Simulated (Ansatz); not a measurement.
A run for Ansatz (an electronic-structure program): U-PBE0/def2-TZVPP on SeF, 2S+1 = 2, a spin state set in the input, which need not be the lowest, a point of a bond scan (R = 1.745 Å).

Ansatz 0.2 input:
```yaml
crystal:
  periodic: [false, false, false]
  atoms:
    - {symbol: F, position_ang: [0.00000000, 0.00000000, 0.00000000]}
    - {symbol: Se, position_ang: [0.00000000, 0.00000000, 1.74451500]}
basis:
  gaussian:
    orbitals: def2-TZVPP
    pivot_positions_ang: [[0.00000000, 0.00000000, 0.00000000], [0.00000000, 0.00000000, 1.74451500]]
hamiltonian:
  xc: {name: PBE0}
magnetization: {spin_polarized: true, initial_magnetization: 1}
output: {forces: true, orbitals: {seedname: ./end}}
```

The head of its log:

```
WARN ansatz: RAYON_NUM_THREADS=2 ignored (pool sized by the plan → 2); use --threads N
Functional definition: PBE0
integrals: 0.02 GiB planned
568 factors; their error is unknown
mean field: 0.31 GiB planned
mean field evaluation 1: about -68054.2779 eV, gradient 2.0e1 eV
mean field evaluation 2: about -68049.7781 eV, gradient 4.3e1 eV
```

### Question
Predict the final total energy.

### Answer
-2501.0068 hartree.
